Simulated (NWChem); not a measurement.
The numbers come from NWChem runs, not from measurements. System: C4H6, charge 0, spin multiplicity 3, at a geometry optimised with UB3LYP/def2-SVP. The structure started from a generated list of species. Its SCF solution wasn't tested for a lower state. Level: UHF/def2-TZVP.

Part of the output:

```
             Northwest Computational Chemistry Package (NWChem) 7.3.0
             --------------------------------------------------------

                                NWChem Input Module
                                -------------------

 Scaling coordinates for geometry "geometry" by  1.889725989
 (inverse scale =  0.529177249)

 Turning off AUTOSYM since
 SYMMETRY directive was detected!

                             Geometry "geometry" -> ""
                             -------------------------

 Output coordinates in angstroms (scale by  1.889725989 to convert to a.u.)

  No.       Tag          Charge          X              Y              Z
 ---- ---------------- ---------- -------------- -------------- --------------
    1 C                    6.0000     0.00000000     0.00000000     1.41780800
    2 C                    6.0000     0.00000000     0.00000000    -0.00005400
    3 C                    6.0000    -1.22794900     0.00000000    -0.70890100
    4 C                    6.0000     1.22794900     0.00000000    -0.70890100
    5 H                    1.0000     0.93608700     0.00000000     1.98084300
    6 H                    1.0000    -0.93608700     0.00000000     1.98084300
    7 H                    1.0000    -1.24766000     0.00000000    -1.80109100
    8 H                    1.0000    -2.18352600     0.00000000    -0.17960800
    9 H                    1.0000     2.18352600     0.00000000    -0.17960800
   10 H                    1.0000     1.24766000     0.00000000    -1.80109100

 Effective nuclear repulsion energy (a.u.)     104.9582739234

            Nuclear Dipole moment (a.u.)
            ----------------------------
        X                 Y               Z
 ---------------- ---------------- ----------------
     0.0000000000     0.0000000000     0.0000000000

      Symmetry information
      --------------------

 Group name             C2v
 Group number             16
 Group order               4
 No. of unique centers     6

      Symmetry unique atoms

     1    2    3    5    7    8


 Summary of "ao basis" -> "" (spherical)
 ------------------------------------------------------------------------------
       Tag                 Description            Shells   Functions and Types
 ---------------- ------------------------------  ------  ---------------------
 *                         def2-tzvp                  on all atoms

 Summary of "ao basis" -> "ao basis" (spherical)
[...]
           0.000000000000         362.100075532326           0.000000000000
           0.000000000000           0.000000000000         181.062606613375

  Mulliken analysis of the total density
  --------------------------------------

    Atom       Charge   Shell Charges
 -----------   ------   -------------------------------------------------------
    1 C    6     6.28   0.85  1.12  0.49  0.63  0.16  1.22  1.29  0.45  0.02  0.04  0.01
    2 C    6     5.93   0.85  1.12  0.48  0.63  0.04  1.24  1.41  0.00  0.03  0.11  0.01
    3 C    6     6.28   0.85  1.12  0.49  0.63  0.16  1.22  1.29  0.45  0.02  0.04  0.01
    4 C    6     6.28   0.85  1.12  0.49  0.63  0.16  1.22  1.29  0.45  0.02  0.04  0.01
    5 H    1     0.87   0.26  0.49  0.09  0.02
    6 H    1     0.87   0.26  0.49  0.09  0.02
    7 H    1     0.87   0.26  0.49  0.09  0.02
    8 H    1     0.87   0.26  0.49  0.09  0.02
    9 H    1     0.87   0.26  0.49  0.09  0.02
   10 H    1     0.87   0.26  0.49  0.09  0.02

  Mulliken analysis of the alpha density
  --------------------------------------

    Atom       Charge   Shell Charges
 -----------   ------   -------------------------------------------------------
    1 C    6     3.70   0.43  0.56  0.26  0.33  0.12  0.77  0.87  0.32  0.01  0.02  0.00
    2 C    6     2.54   0.43  0.56  0.23  0.27  0.01  0.51  0.55 -0.11  0.02  0.08  0.01
    3 C    6     3.70   0.43  0.56  0.26  0.33  0.12  0.77  0.87  0.32  0.01  0.02  0.00
    4 C    6     3.70   0.43  0.56  0.26  0.33  0.12  0.77  0.87  0.32  0.01  0.02  0.00
    5 H    1     0.39   0.12  0.22  0.03  0.01
    6 H    1     0.39   0.12  0.22  0.03  0.01
    7 H    1     0.39   0.12  0.22  0.03  0.01
    8 H    1     0.39   0.12  0.22  0.03  0.01
    9 H    1     0.39   0.12  0.22  0.03  0.01
   10 H    1     0.39   0.12  0.22  0.03  0.01

   Mulliken analysis of the beta density
   -------------------------------------

    Atom       Charge   Shell Charges
 -----------   ------   -------------------------------------------------------
    1 C    6     2.59   0.43  0.56  0.23  0.29  0.05  0.44  0.42  0.13  0.01  0.02  0.00
    2 C    6     3.38   0.43  0.56  0.25  0.36  0.03  0.73  0.86  0.11  0.01  0.03  0.00
    3 C    6     2.59   0.43  0.56  0.23  0.29  0.05  0.44  0.42  0.13  0.01  0.02  0.00
    4 C    6     2.59   0.43  0.56  0.23  0.29  0.05  0.44  0.42  0.13  0.01  0.02  0.00
    5 H    1     0.48   0.14  0.27  0.06  0.01
    6 H    1     0.48   0.14  0.27  0.06  0.01
    7 H    1     0.48   0.14  0.27  0.06  0.01
    8 H    1     0.48   0.14  0.27  0.06  0.01
    9 H    1     0.48   0.14  0.27  0.06  0.01
   10 H    1     0.48   0.14  0.27  0.06  0.01

   Mulliken analysis of the spin density
   -------------------------------------

    Atom       Charge   Shell Charges
 -----------   ------   -------------------------------------------------------
    1 C    6     1.11   0.00 -0.00  0.03  0.04  0.07  0.33  0.46  0.19 -0.00 -0.00 -0.00
    2 C    6    -0.84  -0.00  0.00 -0.02 -0.09 -0.02 -0.23 -0.31 -0.23  0.01  0.05  0.00
    3 C    6     1.11   0.00 -0.00  0.03  0.04  0.07  0.33  0.46  0.19 -0.00 -0.00 -0.00
    4 C    6     1.11   0.00 -0.00  0.03  0.04  0.07  0.33  0.46  0.19 -0.00 -0.00 -0.00
    5 H    1    -0.08  -0.01 -0.05 -0.03  0.00
    6 H    1    -0.08  -0.01 -0.05 -0.03  0.00
    7 H    1    -0.08  -0.01 -0.05 -0.03  0.00
    8 H    1    -0.08  -0.01 -0.05 -0.03  0.00
    9 H    1    -0.08  -0.01 -0.05 -0.03  0.00
   10 H    1    -0.08  -0.01 -0.05 -0.03  0.00

       Multipole analysis of the density wrt the origin
       ------------------------------------------------

     L   x y z        total         alpha         beta         nuclear
     -   - - -        -----         -----         ----         -------
     0   0 0 0     -0.000000    -16.000000    -14.000000     30.000000

     1   1 0 0     -0.000000     -0.000000     -0.000000      0.000000
     1   0 1 0      0.000000      0.000000     -0.000000      0.000000
     1   0 0 1     -0.000028     -0.000044      0.000016      0.000000

     2   2 0 0    -17.504590    -71.608464    -61.940379    116.044253
     2   1 1 0      0.000000      0.000000      0.000000      0.000000
     2   1 0 1     -0.000000     -0.000000     -0.000000      0.000000
     2   0 2 0    -21.699916    -13.311851     -8.388065      0.000000
     2   0 1 1      0.000000      0.000000      0.000000      0.000000
     2   0 0 2    -17.504647    -71.600227    -61.933364    116.028944

 Task  times  cpu:        6.8s     wall:        6.8s

 Total times  cpu:        6.8s     wall:        6.8s
```

Q: Write an NWChem input that would produce this output.

A: Several could match; the one computed here: 
```
start mol
memory heap 200 mb stack 900 mb global 1100 mb
geometry units angstroms nocenter noautoz
  C      0.000000     0.000000     1.417808
  C      0.000000     0.000000    -0.000054
  C     -1.227949     0.000000    -0.708901
  C      1.227949     0.000000    -0.708901
  H      0.936087     0.000000     1.980843
  H     -0.936087     0.000000     1.980843
  H     -1.247660     0.000000    -1.801091
  H     -2.183526     0.000000    -0.179608
  H      2.183526     0.000000    -0.179608
  H      1.247660     0.000000    -1.801091
  symmetry group C2v
end
basis spherical
  * library def2-tzvp
end
scf
  uhf
  nopen 2
  maxiter 100
  thresh 1e-7
  semidirect memsize 60000000 filesize 0
  # guess.movecs holds the orbitals of an unrestricted PBE0 run
  vectors input guess.movecs output mol.movecs
end
task scf energy
```
